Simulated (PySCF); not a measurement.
Isomers of CH4OSi. Gas-phase values, no solvent. One relaxed conformer stands for each flexible species; it need not be the lowest. Strings in code marks are SMILES.

These are PySCF with B3LYP-D3(BJ)/def2-TZVP values and carry that method's errors. All candidates: neutral, multiplicity 1. B3LYP has the VWN-RPA correlation part, as in Gaussian. Excitations are Tamm–Dancoff values on a coarser integration grid. The basis has no diffuse functions, so Rydberg states are missing or too high.

```yaml
HOMO–LUMO gap: 5.03 eV
LUMO: -1.91 eV
T1 excitation (TDA): 2.55 eV
```

### Question
Say which member has these values.
(A) `C1O[SiH2]1`
(B) `C=[SiH]O` (C–Si–O–H torsion 0°)
(C) `O=C[SiH3]`
(D) `C[SiH]=O`

### Answer
C, `O=C[SiH3]`. The others give `C=[SiH]O` (C–Si–O–H torsion 0°): 5.49 eV, -0.50 eV, 3.29 eV; `C[SiH]=O`: 5.91 eV, -1.72 eV, 4.02 eV; `C1O[SiH2]1`: 6.73 eV, -0.76 eV, 4.88 eV
